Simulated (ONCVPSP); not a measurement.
## Plane-wave convergence, ONCV potential for Ir

iridium, optimised norm-conserving Vanderbilt (ONCV), made with ONCVPSP 4.0.1 (PBEsol, fully relativistic). Core [Xe] 4f14, reference 5d7 6s1.5 6p0.5. Waves: 6s: rc 2.40 bohr, ncon 4, nbas 8, qcut 2.3 1/bohr, 2 projectors, debl 3.9 Ha; 6p: rc 2.95 bohr, ncon 4, nbas 7, qcut 3.3 1/bohr, 2 projectors, debl 2.1 Ha; 5d: rc 1.78 bohr, ncon 5, nbas 10, qcut 8.4 1/bohr, 1 projector. Local part: polynomial inside 1.75 bohr (lpopt 5, dvloc0 3 Ha). Core correction: Teter function, fcfact 3.25, rcfact 1.4.

Open shells are filled in proportion to 2j + 1.

Q: For each optimised wave give the share of its norm inside rc, the residual kinetic energy above qcut (Ha) and the cutoffs (Ha) for errors of 10, 1, 0.1 and 0.01 mHa per electron.

A:

| wave | norm inside rc | residual KE | 10 mHa | 1 mHa | 0.1 mHa | 0.01 mHa |
| --- | --- | --- | --- | --- | --- | --- |
| 6s | 0.371 | 8.5e-03 | 2.5 | 13.7 | 28.2 | 32.9 |
| s projector 2 | 0.126 | 4.3e-01 | 17.8 | 36.4 | 41.8 | 51.2 |
| 6p j=3/2 | 0.189 | 3.8e-06 | 0.7 | 2.9 | 4.1 | 5.2 |
| p projector 2 j=3/2 | 0.200 | 2.0e-03 | 4.9 | 5.9 | 14.2 | 24.1 |
| 6p j=1/2 | 0.293 | 4.1e-05 | 0.9 | 3.5 | 5.0 | 10.8 |
| p projector 2 j=1/2 | 0.223 | 4.5e-03 | 5.0 | 6.3 | 18.2 | 21.6 |
| 5d j=5/2 | 0.610 | 4.5e-07 | 13.6 | 17.7 | 21.1 | 23.6 |
| 5d j=3/2 | 0.648 | 3.1e-07 | 14.6 | 19.0 | 22.5 | 25.5 |

The occupied waves need 19 Ha and 28 Ha for 1 and 0.1 mHa. Note: no bound ghost flagged; GHOST(+) flagged for s at 82.2 eV, p3/2 at 84.0 eV, p1/2 at 93.2 eV. 1 of 4 tests not solved or not reliable.
